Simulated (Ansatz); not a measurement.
Basis-set extrapolation for CH9NSi3 (`[SiH3][SiH]1NC[SiH2]1`) (PBE0-D4/def2-TZVP geometry, frozen core, the Gaussian-basis code of Ansatz). Multiplicity 1, RHF reference.

```tsv
	def2-TZVPP	def2-QZVPP
HF	-964.408432	-964.439750
MP2 correlation	-0.749445	-0.802559
CCSD(T) correlation	-0.852504	not run
```

Energies in hartree. Use E(X) = E(∞) + A·exp(−7.88·√X) for Hartree–Fock and E(X) = E(∞) + B·X^(−2.97) for correlation, with X = 3 and 4, and add CCSD(T) minus MP2 of the smaller set to the MP2 limit.

Problem. What is the CCSD(T) energy at the basis-set limit?

Solution. HF limit: -964.439750 + (-0.031318) × 0.13774 = -964.44406. MP2 limit: -0.802559 + (-0.053114) × 0.74074 = -0.84190. Higher-order term: -0.852504 − (-0.749445) = -0.10306. Total: -965.38902 hartree, 336.3 kJ/mol below CCSD(T)/def2-TZVPP.
